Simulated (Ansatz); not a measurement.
Geometry optimisation, Ansatz 0.2.0, RKS B3LYP/def2-SVP.

The input (input.yaml):

```yaml
crystal:
  periodic: [false, false, false]
  atoms:
    - { symbol: C, position_ang: [-1.3902, -0.1362, -0.6101] }
    - { symbol: C, position_ang: [-0.0517, 0.3158, -0.1517] }
    - { symbol: Si, position_ang: [0.7843, -0.6768, 1.1595] }
    - { symbol: B, position_ang: [0.9271, 1.1478, -1.1462] }
    - { symbol: O, position_ang: [0.0789, 1.6601, 0.0147] }
    - { symbol: H, position_ang: [-2.1211, -0.1444, 0.2499] }
    - { symbol: H, position_ang: [-1.3569, -1.0828, -1.1097] }
    - { symbol: H, position_ang: [-1.8232, 0.659, -1.3497] }
    - { symbol: H, position_ang: [0.99013, 0.09228, 2.36453] }
    - { symbol: H, position_ang: [2.09121, -1.19477, 0.69296] }
    - { symbol: H, position_ang: [-0.04689, -1.87013, 1.52132] }
    - { symbol: H, position_ang: [1.9103, 1.01, -1.6723] }
basis:
  gaussian: { orbitals: def2-SVP }
hamiltonian:
  xc: b3lyp
relax:
  f_tol: 0.015
  max_steps: 40
```

Launched with:

```bash
$ ansatz run input.yaml --threads 2 --pin off --max-ram 3072MiB --backend cpu --events-out ev --progress --plain --runs-dir out
```

**Question.** Where does it end, and by what steps?

**Answer.** It converged. After 13 steps the energy has fallen by 1.807 eV; H9 moved furthest, 0.99 Å.

| step | energy less start (eV) | largest force component (eV/Å) | accepted |
| --- | --- | --- | --- |
| 0 | 0.0000 | 6.365 | yes |
| 1 | -1.2412 | 3.029 | yes |
| 2 | -1.5914 | 2.944 | yes |
| 3 | -1.6998 | 0.795 | yes |
| 4 | -1.7213 | 0.672 | yes |
| 5 | -1.7548 | 0.462 | yes |
| 6 | -1.7812 | 0.215 | yes |
| 7 | -1.7872 | 0.325 | yes |
| 8 | -1.7967 | 0.125 | yes |
| 9 | -1.8017 | 0.120 | yes |
| 10 | -1.8052 | 0.065 | yes |
| 11 | -1.8064 | 0.046 | yes |
| 12 | -1.8068 | 0.027 | yes |
| 13 | -1.8069 | 0.012 | yes |

```xyz
12
Properties=species:S:1:pos:R:3
C -1.434 0.046 -0.499
C 0.051 0.173 -0.228
Si 0.780 -0.805 1.219
B 0.967 0.904 -1.215
O 0.539 1.653 -0.211
H -2.040 0.325 0.381
H -1.675 -1.000 -0.752
H -1.757 0.675 -1.345
H 0.145 -0.402 2.509
H 2.248 -0.564 1.296
H 0.526 -2.260 0.999
H 1.642 1.035 -2.192
```

Run time: 44 s on 2 threads of Arm Neoverse V1 (shared host), peak memory 0.24 GiB.
